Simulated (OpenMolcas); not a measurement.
V4+ among 4 point charges of -1 e arranged as a tetrahedron (Td).

| Item | Value |
| --- | --- |
| Program | OpenMolcas |
| Method | CASSCF |
| Basis | ANO-RCC-VTZP [6s5p3d2f1g] |
| Scalar Hamiltonian | DKH2, point nucleus |
| Active space | 1 electron in 5 orbitals (3d) |
| State averaging | 2S+1 = 2 even, 5 roots |
| Spin-orbit coupling | state interaction with AMFI integrals over the reference wave functions |

All point charges move together. At R = 1.69 Å |10Dq| is 1821 cm-1, and at R = 1.83 Å it is 1270 cm-1.

**Question.** A third run gives 766 cm-1. What distance was it run at?

**Answer.** With a power law R^-n the two known points give n = -ln(1270 / 1821) / ln(1.83 / 1.69) = 4.53. Then R = 1.69 × (1821 / 766)^(1/4.53) = 2.046 Å. The run was at 2.04 Å, so the estimate is off by +0.006 Å.

An orbital doublet at a regular site is open to a Jahn-Teller distortion, which this geometry leaves out. The ground term spreads over less than 5000 cm-1, several times less than with real ligands, so orbital moments are less quenched and χT lies further from the spin-only value than at real sites. Point charges carry no covalency, so the field is a model and not that of real ligands. No measured value stands beside these numbers.
